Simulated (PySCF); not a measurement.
## How methods differ on the excitation energy of Xe⁺

Xe⁺ [Kr] 4d10 5s2 5p5 (2P) → Xe⁺ [Kr] 4d10 5s1 5p5 6s1 (4P), as a difference of total energies. Computed with PySCF 2.14 in aug-cc-pwCVDZ-PP with ECP28MDF, with scalar relativity through the core potential. Correlated levels: valence: 4s2 4p6 4d10 frozen. The calculations carry no spin-orbit coupling.

| method | excitation energy (eV) |
| --- | --- |
| UHF | 25.061 |
| MP2 (valence) | 23.780 |
| SCS-MP2 (valence) | 23.605 |
| CCSD (valence) | 22.845 |
| CCSD(T) (valence) | 22.563 |

Problem. How much does correlation contribute at CCSD(T) (valence)?

Solution. 22.563 − (25.061) = -2.498 eV, measured against UHF.

The upper state lies above the first ionisation limit, where it may autoionise and the basis confines it. A Rydberg-like electron needs more diffuse functions than a valence basis has.

The promoted electron is Rydberg-like, and one or two diffuse shells describe it only roughly, which tends to raise the upper state.

The coupled-cluster amplitudes are large for the upper state (T1 above 0.03 or a double amplitude above 0.15), so a single reference is strained.
